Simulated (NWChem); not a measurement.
System: C3H9B; SMILES CB(C)C

```xyz
13

B      0.0069     0.0029    -0.0303
C      1.1627     1.0694     0.0472
H      2.0704     0.7918    -0.5108
H      1.4632     1.1095     1.1136
H      0.8595     2.0923    -0.2241
C      0.3393    -1.5348    -0.1106
H     -0.4102    -2.1106    -0.6773
H      0.2767    -1.9172     0.9276
H      1.3463    -1.7787    -0.4806
C     -1.4953     0.4705     0.0250
H     -2.2062    -0.2953     0.3713
H     -1.7691     0.6974    -1.0253
H     -1.6550     1.4060     0.5838
```
Atoms are numbered in this order, from 1.

Program: NWChem. Pople sets run with spherical d functions. All runs use the structure optimised with PBE0/def2-SVP. GIAO values for the isolated, static molecule; σ is the absolute isotropic shielding.

For level PBE0/IGLO-II:

```
Property     Value
-----------  -----
σ B1 (ppm)    16.2
σ C2 (ppm)   170.8
σ C6 (ppm)   171.1
σ C10 (ppm)  170.4
```

Q: How do the values read with level PBE0/6-31G* instead?

A: 
| Item | Value |
|---|---|
| σ B1 (ppm) | 34.5 |
| σ C2 (ppm) | 178.4 |
| σ C6 (ppm) | 178.7 |
| σ C10 (ppm) | 178.1 |
